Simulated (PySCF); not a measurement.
[GaF6]3- (charge -3).
Cartesian coordinates in Å at the PBE0-D3(BJ)/def2-SVP level; atoms count from 1:
```xyz
7
GaF6 angstrom
Ga     0.0133   -0.0146   -0.0097
F     -0.0021   -0.0248    1.9382
F      0.0233   -0.0022   -1.9576
F      1.9614    0.0069   -0.0005
F     -1.9346   -0.0379   -0.0256
F     -0.0081    1.9333    0.0032
F      0.0387   -1.9627   -0.0166
```

Level of theory: PySCF 2.14.0, PBE0-D3(BJ)/def2-SVP geometry optimisation, gas phase.

(1) Which atoms are bound to Ga1, and at what distances?

(2) List the angles at Ga1.

(3) What is the shape at Ga1?

(4) What are the rotational constants (commonest isotopes, rigid rotor)?

Answers

(1) 6 atoms: F3 1.948 Å, F2 1.948 Å, F6 1.948 Å, F5 1.948 Å, F4 1.948 Å, F7 1.948 Å.

(2) 
| angle | degrees | distance of the outer atoms (Å) |
| --- | --- | --- |
| F2–Ga1–F3 | 179.8 | 3.90 |
| F4–Ga1–F5 | 179.8 | 3.90 |
| F6–Ga1–F7 | 179.8 | 3.90 |
| F2–Ga1–F4 | 90.2 | 2.76 |
| F3–Ga1–F7 | 90.2 | 2.76 |
| F5–Ga1–F7 | 90.1 | 2.76 |
| F5–Ga1–F6 | 90.1 | 2.76 |
| F3–Ga1–F6 | 90.0 | 2.76 |
| F2–Ga1–F5 | 90.0 | 2.76 |
| F4–Ga1–F6 | 90.0 | 2.76 |
| F3–Ga1–F4 | 90.0 | 2.75 |
| F2–Ga1–F6 | 89.9 | 2.75 |
| F2–Ga1–F7 | 89.9 | 2.75 |
| F4–Ga1–F7 | 89.9 | 2.75 |
| F3–Ga1–F5 | 89.8 | 2.75 |

(3) Octahedral: the three widest angles are 179.8°, 179.8° and 179.8°, the others run from 89.8° to 90.2°.

(4) A = 1753, B = 1752, C = 1751 MHz: a spherical top.

Point group: Oh (tolerance 0.08 Å). Charge -3, singlet. Whether so highly charged an anion holds all its electrons in the gas phase wasn't checked; a finite basis holds them in any case. The ion is multiply charged and computed without counter-ions or solvent. The geometry's basis has no diffuse functions, a weakness for an anion. No frequency check.

Time: 38 s of wall time; peak memory 0.46 GiB. Hardware: Arm Neoverse V2, one thread, no GPU, on a shared host. This is the geometry optimisation.
